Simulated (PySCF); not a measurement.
Computed shifts of a molecule C3H6F2Si, PBE0/pcSseg-1 in PySCF, GIAO, gas phase, atoms alike by connectivity averaged where their shifts nearly agree, in ppm (number of nuclei): ¹⁹F: -235.7 (1), -253.5 (1). ²⁹Si: -3.9 (1). ¹³C: 69.4 (1), 12.5 (2). ¹H: 5.49 (2), 1.41 (2), 1.15 (2). References: ¹⁹F against CFCl3 (σ = 167.2 ppm); ²⁹Si against TMS (σ = 352.7 ppm); ¹³C against TMS (σ = 186.3 ppm); ¹H against TMS (σ = 31.56 ppm), references at their B3LYP-D3(BJ)/def2-TZVP geometries, non-relativistic. The structure is a stationary point at B3LYP-D3(BJ)/def2-SVP. One conformer was computed; it need not be the lowest.

Task: Which molecule gave these data?
(A) C=C[C@@H](F)[SiH2]F
(B) F/C=C\C[SiH2]F
(C) C=C[SiH2]C(F)F
(D) F[SiH2]C1(F)CC1

Result: D, F[SiH2]C1(F)CC1
